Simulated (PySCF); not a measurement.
Compound: C3H9NOSi3.
Atom-mapped SMILES: `[CH3:1][C:2](=[O:3])[Si:4]([SiH3:5])([SiH3:6])[C:7]#[N:8]` (hydrogens: H9, H10, H11 on C1; H12, H13, H14 on Si5; H15, H16, H17 on Si6)

Geometry (GFN2-xTB, Å), atoms numbered from 1 in this order:
```
atom  x, y, z in Å
C1     2.3458   -0.4343   -0.7535
C2     1.2988   -0.5461    0.3150
O3     1.5025   -1.0873    1.3807
Si4   -0.4704    0.1742    0.0223
Si5   -1.8797   -1.6678   -0.2515
Si6   -0.7981    1.8399    1.6242
C7    -0.2929    1.0013   -1.6512
N8    -0.2076    1.5181   -2.6729
H9     1.9665   -0.8722   -1.6750
H10    2.5355    0.6199   -0.9495
H11    3.2682   -0.9280   -0.4544
H12   -3.2664   -1.2074   -0.3607
H13   -1.5689   -2.4542   -1.4482
H14   -1.7780   -2.5455    0.9140
H15   -0.2240    1.4294    2.9041
H16   -0.2014    3.1211    1.2392
H17   -2.2370    2.0507    1.8075
```

Method used: TDDFT B3LYP/def2-SVPD, vertical, gas phase, core orbitals frozen in the response (PySCF 2.14.0, density-fitted response routines).

Computed states:

```csv
state,E (eV),f
S1,3.49,0.0037
S2,4.85,0.0005
S3,4.93,0.042
S4,5.34,0.0029
S5,5.83,0.054
S6,6.10,0.046
S7,6.12,0.015
S8,6.38,0.045
```

Each state is given a Gaussian of 0.5 eV full width at half maximum, with ε(max) = 2.175×10⁸ f / Δν̃ (Δν̃ the width in cm⁻¹). The width is an assumption, not a result. The curve ends short of the highest state used, and states not computed would add to its high-energy end.

(1) Give the broadened spectrum and its maxima.

(2) On this curve, what absorbance would a 10⁻³ mol/L sample give at 254 nm over a 1 cm path?

(3) Coming from long wavelengths, where does ε first pass 100 L mol⁻¹ cm⁻¹?

(4) Does any computed singlet lie in the visible range?

Answers

(1) 
E (eV), ε (L mol⁻¹ cm⁻¹) and a bar:
```
     2.74          0 
     2.79          1 
     2.85          2 
     2.90          4 
     2.96          9 
     3.01         16 
     3.07         29 
     3.12         45 
     3.18         71 #
     3.24        102 #
     3.29        131 #
     3.35        163 #
     3.40        185 #
     3.46        199 ##
     3.51        199 ##
     3.57        186 #
     3.62        165 #
     3.68        133 #
     3.73        104 #
     3.79         72 #
     3.85         46 
     3.90         30 
     3.96         17 
     4.01         10 
     4.07          5 
     4.12          4 
     4.18          6 
     4.23         11 
     4.29         25 
     4.34         50 
     4.40        104 #
     4.45        182 #
     4.51        330 ###
     4.57        554 ####
     4.62        801 ######
     4.68       1161 #########
     4.73       1488 ###########
     4.79       1863 ##############
     4.84       2117 ################
     4.90       2296 ##################
     4.95       2316 ##################
     5.01       2183 #################
     5.06       1966 ###############
     5.12       1632 #############
     5.18       1282 ##########
     5.23       1026 ########
     5.29        801 ######
     5.34        705 #####
     5.40        715 ######
     5.45        839 ######
     5.51       1133 #########
     5.56       1497 ############
     5.62       2061 ################
     5.67       2609 ####################
     5.73       3311 ##########################
     5.78       3887 ##############################
```

Maxima: 356 nm (3.49 eV), ε about 200, made up of S1 (100%); 251 nm (4.93 eV), ε about 2300, made up of S3 (98%) (ε in L mol⁻¹ cm⁻¹; maxima over ε = 5, shares over 10%). At its high-energy end, 5.79 eV, the curve is still rising (ε about 4000, from S5 and S6).

(2) 254 nm is 4.881 eV, where ε is about 2300 L mol⁻¹ cm⁻¹, so A = ε c l ≈ 2.3 (Beer–Lambert, with the gas-phase spectrum and the assumed width).

(3) At about 383 nm (3.24 eV), 0.25 eV below S1.

(4) No computed singlet lies in the visible range (380 to 750 nm); the lowest, at 356 nm, stands 0.22 eV above its violet end (3.26 eV); a Tamm–Dancoff triplet lies at 428 nm, without intensity as long as spin–orbit coupling is left out.

One conformer stands for the species.
